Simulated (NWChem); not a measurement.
System: C5H3NS; SMILES C#Cc1nccs1

Here is an NWChem input.

```
start job
memory heap 200 mb stack 900 mb global 1100 mb
geometry units angstroms noautosym nocenter noautoz
  C      0.025515     3.072814     0.003780
  C     -0.121211     1.868909     0.002189
  C     -0.252811     0.455609     0.000968
  N     -1.380835    -0.204145     0.000454
  C     -1.160421    -1.542478     0.000439
  C      0.154252    -1.935326     0.000830
  S      1.170213    -0.559002     0.001224
  H      0.141132     4.141363     0.005160
  H     -2.008918    -2.229307     0.000078
  H      0.559457    -2.946036     0.000741
end
basis spherical
  * library def2-svp
end
dft
  xc pbe0
  iterations 150
end
cosmo
  do_cosmo_smd true
  solvent toluene
end
task dft energy
```

Parts of the log:

```
             Northwest Computational Chemistry Package (NWChem) 7.3.0
             --------------------------------------------------------

                             Geometry "geometry" -> ""
                             -------------------------

 Output coordinates in angstroms (scale by  1.889725989 to convert to a.u.)

  No.       Tag          Charge          X              Y              Z
 ---- ---------------- ---------- -------------- -------------- --------------
    1 C                    6.0000     0.02551500     3.07281400     0.00378000
    2 C                    6.0000    -0.12121100     1.86890900     0.00218900
    3 C                    6.0000    -0.25281100     0.45560900     0.00096800
    4 N                    7.0000    -1.38083500    -0.20414500     0.00045400
    5 C                    6.0000    -1.16042100    -1.54247800     0.00043900
    6 C                    6.0000     0.15425200    -1.93532600     0.00083000
    7 S                   16.0000     1.17021300    -0.55900200     0.00122400
    8 H                    1.0000     0.14113200     4.14136300     0.00516000
    9 H                    1.0000    -2.00891800    -2.22930700     0.00007800
   10 H                    1.0000     0.55945700    -2.94603600     0.00074100

 Effective nuclear repulsion energy (a.u.)     307.8619000740

                                 NWChem DFT Module
                                 -----------------

 Summary of "ao basis" -> "ao basis" (spherical)
 ------------------------------------------------------------------------------
       Tag                 Description            Shells   Functions and Types
 ---------------- ------------------------------  ------  ---------------------
 C                          def2-svp                 6       14   3s2p1d
 N                          def2-svp                 6       14   3s2p1d
 S                          def2-svp                 8       18   4s3p1d
 H                          def2-svp                 3        5   2s1p

 in cosmo_initialize ...
 calling solv_data for solv:toluene

 solvent parameters
 solvname_short: toluene
 solvname_long:  toluene
 dielec:        2.3741
 dielecinf:     2.2383
 nonaqueous SMD model solvent descriptors
 dielec:        2.3741
 sola:          0.0000
 solb:          0.1400
 solc:          0.8570
 solg:         40.2000
 solh:          0.0000
 soln:          1.4961

          ---------------
          -cosmo- solvent
          ---------------
 Cosmo: York-Karplus, doi: 10.1021/jp992097l
 dielectric constant -eps-     =   2.37
 screen = (eps-1)/(eps    )    =   0.57879
 surface charge correction     = lagrangian

   van der Waals surface
 --------------------------

 ---------- ATOMIC COORDINATES (A.U.) ------------ VDWR(ANG.) --
     1    0.04821636    5.80677647    0.00714316     1.850
     2   -0.22905558    3.53172591    0.00413661     1.850
     3   -0.47774352    0.86097617    0.00182925     1.850
     4   -2.60939979   -0.38577811    0.00085794     1.890
     5   -2.19287772   -2.91486076    0.00082959     1.850
     6    0.29149401   -3.65723584    0.00156847     1.850
     7    2.21138192   -1.05636061    0.00231302     2.490
     8    0.26670081    7.82604129    0.00975099     1.200
     9   -3.79630455   -4.21277937    0.00014740     1.200
    10    1.05722043   -5.56720079    0.00140029     1.200
 number of segments per atom =        128
 number of   points per atom =        128
 atom (   nspa,  nppa )
 ----------------------
    1 (     82,     0 )       0
    2 (     50,     0 )       0
    3 (     14,     0 )       0
    4 (     56,     0 )       0
    5 (     48,     0 )       0
    6 (     32,     0 )       0
    7 (     82,     0 )       0
    8 (     54,     0 )       0
    9 (     54,     0 )       0
   10 (     50,     0 )       0
 number of -cosmo- surface points =      522
 molecular surface =    146.959 angstrom**2
 molecular volume  =    131.642 angstrom**3
 -lineq- algorithm             =   0
 -bem- low  level              =   3
 -bem- from -octahedral-
 gaussian surface charge width =   4.50000
 degree of switching           =   1.00000
 switching function tolerance  =   0.00010
 atomic radii =
 --------------
    1  6.000  1.850
    2  6.000  1.850
    3  6.000  1.850
    4  7.000  1.890
    5  6.000  1.850
    6  6.000  1.850
    7 16.000  2.490
    8  1.000  1.200
    9  1.000  1.200
   10  1.000  1.200
 ...... end of -cosmo- initialization ......

 nat:                    10
 ixmem:                  5529
 calling mnsol_interface()
 G(SMD-CDS) energy (kcal/mol)  =    -0.861
 SMD-CDS SASA (angstrom**2)    =   157.805

            General Information
            -------------------
          SCF calculation type: DFT
          Wavefunction type:  closed shell.
          No. of atoms     :    10
          No. of electrons :    56
           Alpha electrons :    28
            Beta electrons :    28
          Charge           :     0
          Spin multiplicity:     1
          Use of symmetry is: off; symmetry adaption is: off
          Maximum number of iterations: 150
          AO basis - number of functions:   117
                     number of shells:    53
          Convergence on energy requested:  1.00D-06
          Convergence on density requested:  1.00D-05
          Convergence on gradient requested:  5.00D-04

              XC Information
              --------------
                         PBE0 Method XC Functional
                     Hartree-Fock (Exact) Exchange  0.250
          PerdewBurkeErnzerhof Exchange Functional  0.750
            Perdew 1991 LDA Correlation Functional  1.000 local
           PerdewBurkeErnz. Correlation Functional  1.000 non-local

             Grid Information
             ----------------
          Grid used for XC integration:  medium
          Radial quadrature: Mura-Knowles
          Angular quadrature: Lebedev.
          Tag              B.-S. Rad. Rad. Pts. Rad. Cut. Ang. Pts.
          ---              ---------- --------- --------- ---------
          C                   0.70       49          14.0       434
          N                   0.65       49          12.0       434
          S                   1.00       88          12.0       590
          H                   0.35       45          15.0       434
          Grid pruning is: on
          Number of quadrature shells:   517
          Spatial weights used:  Erf1

      Superposition of Atomic Density Guess
      -------------------------------------

 Sum of atomic energies:        -641.21338972

      Non-variational initial energy
      ------------------------------

 Total energy =    -645.372625
 1-e energy   =   -1488.532062
 2-e energy   =     535.297537
 HOMO         =      -0.242491
 LUMO         =      -0.038278

   convergence    iter        energy       DeltaE   RMS-Dens  Diis-err
 ---------------- ----- ----------------- --------- --------- ---------
     COSMO gas phase
 d= 0,ls=0.0,diis     1   -644.3672495017 -9.52D+02  1.48D-02  7.27D-01
 d= 0,ls=0.0,diis     2   -644.3311380227  3.61D-02  9.86D-03  1.11D+00
 d= 0,ls=0.0,diis     3   -644.4461805452 -1.15D-01  2.93D-03  1.22D-01
 d= 0,ls=0.0,diis     4   -644.4583311940 -1.22D-02  1.09D-03  2.17D-02
 d= 0,ls=0.0,diis     5   -644.4609194098 -2.59D-03  2.95D-04  1.49D-03
  Resetting Diis
 d= 0,ls=0.0,diis     6   -644.4610445828 -1.25D-04  1.61D-04  4.50D-04
 d= 0,ls=0.0,diis     7   -644.4611040319 -5.94D-05  1.10D-04  2.01D-05
 d= 0,ls=0.0,diis     8   -644.4610967986  7.23D-06  6.93D-05  7.04D-05
 d= 0,ls=0.0,diis     9   -644.4611069662 -1.02D-05  8.99D-06  1.73D-06
 d= 0,ls=0.0,diis    10   -644.4611071799 -2.14D-07  2.36D-06  8.33D-08

   convergence    iter        energy       DeltaE   RMS-Dens  Diis-err
 ---------------- ----- ----------------- --------- --------- ---------
     COSMO solvation phase
 d= 0,ls=0.0,diis     1   -644.4676752608 -6.57D-03  1.55D-03  1.83D-03
 d= 0,ls=0.0,diis     2   -644.4678648115 -1.90D-04  4.58D-04  2.51D-03
 d= 0,ls=0.0,diis     3   -644.4681748301 -3.10D-04  1.23D-04  3.88D-04
 d= 0,ls=0.0,diis     4   -644.4682199920 -4.52D-05  4.95D-05  3.29D-05
 d= 0,ls=0.0,diis     5   -644.4682232340 -3.24D-06  2.04D-05  8.65D-06
 d= 0,ls=0.0,diis     6   -644.4682242693 -1.04D-06  5.70D-06  4.88D-07
 d= 0,ls=0.0,diis     7   -644.4682243315 -6.21D-08  1.54D-06  3.41D-08

         Total DFT energy =     -644.468224331460
      One electron energy =    -1492.680279767524
           Coulomb energy =      600.386137390178
    Exchange-Corr. energy =      -60.286403809568
 Nuclear repulsion energy =      307.861900074000

             COSMO energy =        0.250421781454

 Numeric. integr. density =       55.999988407063

                                COSMO-SMD solvation results
                                ---------------------------

             internal energy in gas <Psi(g)|H|Psi(g)> =      -644.461107179946
         internal energy in solvent <Psi(s)|H|Psi(s)> =      -644.460476910498
                               delta internal energy  =         0.000630269447 (    0.40 kcal/mol)
   total free energy in solvent <Psi(s)|H+V/2|Psi(s)> =      -644.466851850809
 polarization energy contribution <Psi(s)|V/2|Psi(s)> =        -0.006374940310 (   -4.00 kcal/mol)
    total free energy in solvent including G(SMD-CDS) =      -644.468224331460
                       G(SMD-CDS) energy contribution =        -0.001372480651 (   -0.86 kcal/mol)
     1 M fixed-concentration free energy of solvation =        -0.007117151514 (   -4.47 kcal/mol)

                       DFT Final Molecular Orbital Analysis
                       ------------------------------------

 Vector   26  Occ=2.000000D+00  E=-3.128656D-01
              MO Center=  9.5D-02, -4.6D-01,  1.2D-03, r^2= 3.1D+00
   Bfn.  Coefficient  Atom+Function         Bfn.  Coefficient  Atom+Function
  ----- ------------  ---------------      ----- ------------  ---------------
    97      0.466603   7 S  pz               94      0.347155   7 S  pz
    48      0.340124   4 N  pz               51     -0.246516   4 N  pz
    91      0.194594   7 S  pz               62     -0.179167   5 C  pz
    65     -0.133401   5 C  pz               76      0.118296   6 C  pz
    79      0.099322   6 C  pz                6      0.095546   1 C  pz

 Vector   27  Occ=2.000000D+00  E=-3.044817D-01
              MO Center= -9.7D-01, -1.2D-01,  7.8D-04, r^2= 2.7D+00
   Bfn.  Coefficient  Atom+Function         Bfn.  Coefficient  Atom+Function
  ----- ------------  ---------------      ----- ------------  ---------------
    46      0.447947   4 N  px               49     -0.309463   4 N  px
    95     -0.256031   7 S  px               45      0.230791   4 N  s
    47     -0.187646   4 N  py               92     -0.186183   7 S  px
    44      0.181920   4 N  s                22      0.167947   2 C  py
    32      0.158094   3 C  px               50      0.151944   4 N  py

 Vector   28  Occ=2.000000D+00  E=-2.590948D-01
              MO Center= -1.7D-01,  6.9D-02,  1.5D-03, r^2= 5.2D+00
   Bfn.  Coefficient  Atom+Function         Bfn.  Coefficient  Atom+Function
  ----- ------------  ---------------      ----- ------------  ---------------
    76      0.304105   6 C  pz                6      0.285207   1 C  pz
    62      0.273292   5 C  pz               34     -0.270516   3 C  pz
    79      0.238194   6 C  pz               37     -0.222971   3 C  pz
    97     -0.207825   7 S  pz                9      0.193445   1 C  pz
    65      0.184463   5 C  pz               20      0.173318   2 C  pz

 Vector   29  Occ=0.000000D+00  E=-5.963741D-02
              MO Center= -1.2D-02,  2.7D-01,  1.4D-03, r^2= 4.8D+00
   Bfn.  Coefficient  Atom+Function         Bfn.  Coefficient  Atom+Function
  ----- ------------  ---------------      ----- ------------  ---------------
    97      0.436467   7 S  pz               79     -0.346505   6 C  pz
    37     -0.344075   3 C  pz               34     -0.339674   3 C  pz
     9      0.315708   1 C  pz               76     -0.291176   6 C  pz
    51      0.281420   4 N  pz                6      0.267867   1 C  pz
    48     -0.261088   4 N  pz               94      0.214550   7 S  pz

 Vector   30  Occ=0.000000D+00  E= 1.143861D-02
              MO Center=  1.5D-01,  1.5D+00,  2.3D-03, r^2= 4.4D+00
   Bfn.  Coefficient  Atom+Function         Bfn.  Coefficient  Atom+Function
  ----- ------------  ---------------      ----- ------------  ---------------
     7      0.536713   1 C  px               96      0.471712   7 S  py
    35     -0.449042   3 C  px               21     -0.415959   2 C  px
    31     -0.405296   3 C  s                45     -0.389807   4 N  s
     4      0.362779   1 C  px               88      0.364438   7 S  s
    18     -0.353982   2 C  px               95     -0.342306   7 S  px

 Vector   31  Occ=0.000000D+00  E= 2.767871D-02
              MO Center= -6.4D-01, -8.5D-01,  1.0D-03, r^2= 4.2D+00
   Bfn.  Coefficient  Atom+Function         Bfn.  Coefficient  Atom+Function
  ----- ------------  ---------------      ----- ------------  ---------------
    65      0.653071   5 C  pz               79     -0.527977   6 C  pz
    62      0.445017   5 C  pz               51     -0.379562   4 N  pz
    76     -0.304864   6 C  pz               48      0.287227   4 N  pz
     9     -0.267358   1 C  pz               23      0.256166   2 C  pz
    97      0.187539   7 S  pz                6     -0.161848   1 C  pz

     Multipole analysis of the density
     ---------------------------------

     L   x y z        total         alpha         beta         nuclear
     -   - - -        -----         -----         ----         -------
     0   0 0 0     -0.000000    -28.000000    -28.000000     56.000000

     1   1 0 0      0.650704      0.683287      0.683287     -0.715870
     1   0 1 0     -0.428754     -0.318445     -0.318445      0.208136
     1   0 0 1      0.000662     -0.073347     -0.073347      0.147355

     2   2 0 0    -36.464257   -104.515715   -104.515715    172.567173
     2   1 1 0      1.482443     -3.347836     -3.347836      8.178115
     2   1 0 1      0.001750     -0.025453     -0.025453      0.052656
     2   0 2 0    -23.204386   -282.458765   -282.458765    541.713143
     2   0 1 1      0.008890     -0.157323     -0.157323      0.323536
     2   0 0 2    -36.526333    -18.263484    -18.263484      0.000636
```

Level: PBE0/def2-SVP, SMD on the gas-phase geometry. Structure relaxed at the PBE0/def2-SVP level. Solvent: toluene.
